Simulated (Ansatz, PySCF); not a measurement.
CH₃NO₂Si, SMILES N#CO[SiH2]O.

Coordinates come from a r2SCAN-D4/def2-SVP optimisation. The structure was generated by enumeration, and PubChem lists no compound with its InChIKey, so it may never have been made. Other conformers were not sampled.

Vertical ionisation energy (IE) and electron affinity (EA) in eV. Rows of orbital energies are one-electron estimates. Where ΔSCF, EOM or ADC give a negative EA the extra electron is unbound and the value depends on the basis.

```tsv
level	IE	EA
−ε(HOMO), −ε(LUMO), B3LYP/def2-TZVP (PySCF)	8.46	0.64
−ε(HOMO), −ε(LUMO), PBE/def2-TZVP (PySCF)	7.28	1.24
ΔSCF, PBE0/def2-SVPD (Ansatz), final states of multiplicity 2 and 2	11.22	-0.86
ΔSCF, PBE/def2-SVPD (Ansatz), final states of multiplicity 2 and 2	10.81	-0.69
```

**Question.** What vertical singlet–triplet gap does ΔSCF give with PBE0/def2-SVPD (Ansatz, a first-principles code) and with PBE/def2-SVPD (Ansatz)? (The exact figures need the calculation; the answer reports its results.)

**Answer.** 6.59 and 6.36 eV (triplet above singlet where positive).
